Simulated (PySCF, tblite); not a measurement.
Isomers of C6H10O2SSi, one GFN2-xTB conformer each. Single-point energies are computed at PBE0/pcSseg-1 (PySCF, gas phase, no added dispersion term), electronic only.

```tsv
SMILES	GFN2-xTB relative energy (kJ/mol)
CO[C@@H]([SiH2]C=C=O)C(C)=S	172.9
C=C([SiH2]OC(C)=S)C(C)=O	0.0
```

Conformers: `[CH3:1][O:2][C@@H:3]([SiH2:4][CH:5]=[C:6]=[O:7])[C:8]([CH3:9])=[S:10]` with C1–O2–C3–Si4 160°, O2–C3–Si4–C5 -55°, C3–Si4–C5–C6 23°, O2–C3–C8–C9 -24°; `[CH2:1]=[C:2]([SiH2:3][O:4][C:5]([CH3:6])=[S:7])[C:8]([CH3:9])=[O:10]` with C1–C2–Si3–O4 -141°, C2–Si3–O4–C5 32°, Si3–O4–C5–C6 -170°, C1–C2–C8–C9 26°.

Task: What does PBE0/pcSseg-1 give for the same structures?

Result: 
```csv
SMILES,PBE0/pcSseg-1 E (Eh),PBE0/pcSseg-1 (kJ/mol),GFN2-xTB (kJ/mol),point group
C=C([SiH2]OC(C)=S)C(C)=O,-1072.02248,0.0,0.0,C1
CO[C@@H]([SiH2]C=C=O)C(C)=S,-1071.96403,153.4,172.9,C1
```

Both levels put the same isomer lowest. As drawn, the lower has an Si–O bond, which the higher lacks; the higher has cumulated double bonds, which the lower lacks.

Task: Which frontier levels, dipoles and rotational constants go with these structures?

Result: 
```json
{"SMILES": "C=C([SiH2]OC(C)=S)C(C)=O", "HOMO (eV, PBE0/pcSseg-1)": "-6.46", "LUMO (eV)": "-1.79", "dipole (D)": "1.69", "A, B, C (MHz)": "1342, 823.6, 720.7"}
{"SMILES": "CO[C@@H]([SiH2]C=C=O)C(C)=S", "HOMO (eV, PBE0/pcSseg-1)": "-6.34", "LUMO (eV)": "-2.11", "dipole (D)": "1.61", "A, B, C (MHz)": "1584, 620.7, 517.0"}
```

Task: What happens when harmonic zero-point energies from GFN2-xTB frequencies are added?

Result: 
| SMILES | ZPE (kJ/mol) | electronic (kJ/mol) | with ZPE (kJ/mol) |
| --- | --- | --- | --- |
| C=C([SiH2]OC(C)=S)C(C)=O | 374.1 | 0.0 | 0.0 |
| CO[C@@H]([SiH2]C=C=O)C(C)=S | 371.0 | 153.4 | 150.3 |

The zero-point energies span 3.1 kJ/mol. The order is unchanged.
